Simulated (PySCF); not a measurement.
Bonding in `N#C[SiH2]N([SiH3])[SiH2][N-][SiH3]`

CH₁₀N₃Si₄ (charge -1).
SMILES with atom numbers: `[N:1]#[C:2][SiH2:3][N:4]([SiH3:5])[SiH2:6][N-:7][SiH3:8]` (hydrogens: H9, H10 on Si3; H11, H12, H13 on Si5; H14, H15 on Si6; H16, H17, H18 on Si8)

Cartesian coordinates in Å at the GFN2-xTB level; atoms count from 1:
```
atom  x, y, z in Å
N1    -4.2241    0.9470    1.7942
C2    -3.1213    0.9763    1.4774
Si3   -1.3059    1.1088    1.0195
N4    -1.0051    0.0646   -0.2878
Si5   -1.6600   -1.5099   -0.4582
Si6    0.5995    0.3692   -1.0728
N7     1.7637   -0.0429    0.0283
Si8    3.4363   -0.1675   -0.0180
H9    -0.6245    0.8777    2.3032
H10   -1.1701    2.5151    0.6111
H11   -3.0247   -1.4962    0.0937
H12   -1.7512   -1.8369   -1.8876
H13   -0.9114   -2.5803    0.2162
H14    0.4385   -0.3518   -2.3621
H15    0.4405    1.7950   -1.4770
H16    3.9103   -0.5268    1.3391
H17    4.0093   -1.1962   -0.9325
H18    4.1914    1.0613   -0.3984
```

Bond orders from the PBE0/pcSseg-1 density (PySCF). The structure is a single GFN2-xTB conformer in the gas phase; no vibrational or solvent corrections. The pcSseg-1 basis has no diffuse functions, a weakness for an anion.

Task: How far do the computed orders between heavy atoms stray from the drawn ones?

Result: The largest departure is 0.436, at Si6–N7 (drawn single, 1.436). Drawn single, order above 1.12: Si6–N7 (1.436) and N7–Si8 (1.289). Drawn single, order below 0.88: C2–Si3 (0.775) and N4–Si6 (0.690). The SMILES, with its formal charges, is one Lewis structure only.

Task: Set the Mayer orders of the bonds beside their lengths.

Result: 
| bond | drawn as | length (Å) | Mayer order |
| --- | --- | --- | --- |
| N1–C2 | triple | 1.148 | 2.942 |
| C2–Si3 | single | 1.877 | 0.775 |
| Si3–N4 | single | 1.700 | 1.051 |
| N4–Si5 | single | 1.714 | 0.973 |
| N4–Si6 | single | 1.812 | 0.690 |
| Si6–N7 | single | 1.655 | 1.436 |
| N7–Si8 | single | 1.678 | 1.289 |
| Si3–H9 | single | 1.472 | 0.906 |
| Si3–H10 | single | 1.471 | 0.921 |
| Si5–H11 | single | 1.472 | 0.932 |
| Si5–H12 | single | 1.469 | 0.935 |
| Si5–H13 | single | 1.470 | 0.913 |
| Si6–H14 | single | 1.486 | 0.840 |
| Si6–H15 | single | 1.490 | 0.853 |
| Si8–H16 | single | 1.482 | 0.887 |
| Si8–H17 | single | 1.491 | 0.858 |
| Si8–H18 | single | 1.492 | 0.855 |

By pair of heavy elements: N–Si: lowest N4–Si6 (0.690, 1.812 Å), highest Si6–N7 (1.436, 1.655 Å).

Task: Sum the orders of all bonds at each heavy atom with more than one neighbour and set the sums beside the valence in the SMILES.

Result: C2 3.717 (drawn 4), Si3 3.653 (drawn 4), N4 2.714 (drawn 3), Si5 3.753 (drawn 4), Si6 3.819 (drawn 4), N7 2.725 (drawn 2), Si8 3.889 (drawn 4). Orders between atoms that aren't bonded are not in these sums.

For a closed shell the Mayer order of atoms A and B is Σ (PS)μν (PS)νμ over the basis functions μ on A and ν on B, with P the density and S the overlap matrix.

These values come from a run that also computed NMR shieldings. The run took 50 s of wall time (with the writing of density and orbital grids) on one thread of an Arm Neoverse V2, no GPU, shared host with 32 logical CPUs at a one-minute load of 28, and the process peaked at 1.0 GiB of memory.
